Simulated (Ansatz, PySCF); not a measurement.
Potential energy surface of H₂Cl (cation, charge +1), singlet: symmetric bend, bond length relaxed. Scanned: H-Cl-H angle. Other coordinates (Cl-H bond length) were minimised at PBE0/def2-TZVP.

Levels of theory: CCSD(T)/cc-pVDZ = CCSD(T) on RHF/cc-pVDZ, frozen core in Ansatz (a quantum-chemistry and plane-wave program); RMP2/3-21G = restricted MP2 (frozen core)/3-21G run with PySCF 2.14.0; CCSD/cc-pVDZ = CCSD on RHF/cc-pVDZ, frozen core run with Ansatz.

Energies in kcal/mol, each method relative to its own lowest point.

| a / ° | CCSD(T)/cc-pVDZ | RMP2/3-21G | CCSD/cc-pVDZ |
|---|---|---|---|
| 180 | 58.5 | 46.5 | 58.6 |
| 168.02 | 54.6 | ? | 54.6 |
| 159.21 | 47.5 | ? | 47.6 |
| 148.38 | 36.5 | 28.8 | 36.5 |
| 137.74 | 25.1 | 19.4 | 25.1 |
| 132.12 | 19.5 | 14.7 | 19.5 |
| 121.60 | 10.4 | 7.1 | 10.4 |
| 112.32 | 4.4 | 2.4 | 4.4 |
| 99.47 | 0.0 | 0.0 | 0.0 |
| 88.88 | 0.2 | ? | 0.2 |
| 79.12 | 3.5 | ? | 3.7 |
| 67.80 | 11.3 | 19.0 | 11.6 |
| 60 | 19.0 | ? | 19.5 |

Problem. Complete the blanks.

Solution. 
- 168.02, RMP2/3-21G: 43.4
- 159.21, RMP2/3-21G: 37.9
- 88.88, RMP2/3-21G: 2.3
- 79.12, RMP2/3-21G: 8.0
- 60, RMP2/3-21G: 28.6
